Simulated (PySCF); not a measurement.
H₅NO₃Sn, SMILES [OH][Sn]([OH])([OH])[NH2]. Atoms are numbered in the order given.

```xyz
10

N      1.7009    -0.8205    -0.7733
Sn     0.0107     0.0034    -0.0066
O      0.2792     1.6903     1.0052
O     -1.1576     0.2726    -1.5866
O     -0.8608    -1.1533     1.3544
H      1.7416    -0.6698    -1.7829
H      2.5375    -0.4020    -0.3639
H     -0.0604     1.5890     1.9074
H     -2.0054     0.6705    -1.3425
H     -0.7429    -2.0905     1.1416
```

Geometry optimised at B3LYP-D3(BJ)/def2-SVP. The structure was generated by enumeration; whether it is a known compound was not checked. The def2 effective core potentials stand for the cores of Sn; spin–orbit coupling is left out. One conformer was computed; it need not be the lowest.

Level of theory: TDDFT-LC-ωPBE/def2-SVPD run with PySCF.

Vertical excitations. Gas-phase values at a fixed geometry.

Computed lowest excited states:
```tsv
state	energy (eV)	λ (nm)	f	main pairs
S1	6.16	201	0.064	HOMO→LUMO 79 %
S2	6.62	187	0.034	HOMO−1→LUMO 64 %, HOMO−3→LUMO 10 %
S3	6.82	182	0.060	HOMO−3→LUMO 55 %, HOMO−1→LUMO 11 %, HOMO−2→LUMO 9 %
S4	6.90	180	0.125	HOMO−2→LUMO 63 %, HOMO−3→LUMO 11 %
S5	7.85	158	0.176	HOMO−4→LUMO 60 %, HOMO−5→LUMO 11 %
S6	7.90	157	0.106	HOMO−5→LUMO 53 %, HOMO−4→LUMO 14 %
S7	8.30	149	0.015	HOMO−6→LUMO 39 %, HOMO→LUMO+1 19 %, HOMO→LUMO+3 10 %
S8	8.42	147	0.042	HOMO→LUMO+3 37 %, HOMO−6→LUMO 18 %, HOMO→LUMO+1 15 %
S9	8.69	143	0.004	HOMO→LUMO+1 26 %, HOMO→LUMO+3 22 %, HOMO→LUMO+5 10 %, HOMO→LUMO+9 9 %
S10	8.96	138	0.027	HOMO→LUMO+2 51 %, HOMO→LUMO+5 8 %
T1	5.42	229	0	HOMO→LUMO 75 %, HOMO→LUMO+4 16 %
T2	6.00	207	0	HOMO−1→LUMO 72 %
T3	6.08	204	0	HOMO−2→LUMO 72 %
T4	6.22	199	0	HOMO−3→LUMO 72 %
```
Triplets are in the Tamm–Dancoff approximation, which puts them higher than full response would, so one can lie above its singlet here.
